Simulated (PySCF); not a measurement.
**Calculated NMR parameters of Cc1ccccc1C(=O)F**

```
Formula                               : C8H7FO
SMILES                                : Cc1ccccc1C(=O)F
InChI                                 : InChI=1S/C8H7FO/c1-6-4-2-3-5-7(6)8(9)10/h2-5H,1H3
Point group of the computed structure : C1
Degrees of unsaturation               : 5
Carbon signals                        : 8
Proton signals                        : 5
```

Numbering as in the mapped SMILES `[CH3:1][c:2]1[cH:3][cH:4][cH:5][cH:6][c:7]1[C:8](=[O:9])[F:10]`. Hydrogens are named by the atom that carries them.

- structure optimised with PBE0-D3(BJ)/def2-SVP
- PBE/pcSseg-1 with gauge-including orbitals
- program: PySCF
- averaged over atoms made equivalent by symmetry, fast rotation or ring inversion, one conformer, no relativistic terms, gas phase

Referencing at the same level of theory: TMS for 1H (31.20 ppm), 13C (180.03 ppm); CFCl3 for 19F (144.73 ppm); 17O (334.63 ppm) vs H2O.

| carbon | δC, type | δH (multiplicity) | HMBC from (2–3 bonds) | span of the C tensor (ppm) |
| --- | --- | --- | --- | --- |
| C1 | 27.1, CH3 | 2.66 (s) | H(C3) | 41 |
| C2 | 146.2, C | – | H(C6), H(C4), H(C3), H(C1) | 222 |
| C3 | 136.1, CH | 7.27 (d) | H(C4), H(C5), H(C1) | 202 |
| C4 | 137.5, CH | 7.44 (m) | H(C6), H(C5), H(C3) | 232 |
| C5 | 129.9, CH | 7.36 (m) | H(C6), H(C4), H(C3) | 224 |
| C6 | 139.2, CH | 8.38 (m) | H(C4), H(C5) | 234 |
| C7 | 126.8, C | – | H(C6), H(C5), H(C3), H(C1) | 181 |
| C8 | 163.1, C | – | H(C6) | 186 |

Other nuclei:
```tsv
atoms	nucleus	environment	δ (ppm)	σ (ppm)
F10	19F	fluorine bonded to C	23.1	121.7
O9	17O	carbonyl oxygen	422.6	-88.0
```

1. Carbon types of the structure: 3 × C, 4 × CH, 1 × CH3, which accounts for all hydrogens.
2. δC 163.1: carbonyl carbon.
3. δC 146.2, 126.8: substituted aromatic carbon.
4. δC 139.2, 137.5, 136.1, 129.9: aromatic CH; the aromatic region.
5. δC 27.1: methyl carbon on an aromatic ring; saturated and bonded to C and H only.
6. δH 2.66: hydrogen on a methyl carbon on an aromatic ring; benzylic-type position, deshielded by the ring.

Splittings by 19F in the carbon and heteronuclear signals aren't shown, as no couplings were computed. Shifts are as computed. Against solution values, carbons near 30 ppm lie about +2 ppm off and those near 130 ppm about +2 ppm. Of 1211 compounds with measured shifts, 218 miss one by over three times the rms of a fit or turn the order of signals round; such compounds aren't used in these exercises. Unscaled 19F shifts against computed CFCl3 carry errors that often reach 10 to 50 ppm. Unscaled 17O shifts of doubly bonded oxygen tend to come out too high, by tens of ppm or more. Experimental scales use liquid or dissolved standards, which lie at an offset from isolated H2O (liquid H2O: subtract about 36 ppm). Multiplicities follow the n + 1 count of equivalent neighbours, as no J values were calculated; m marks all less simple cases, F and P coupling included.
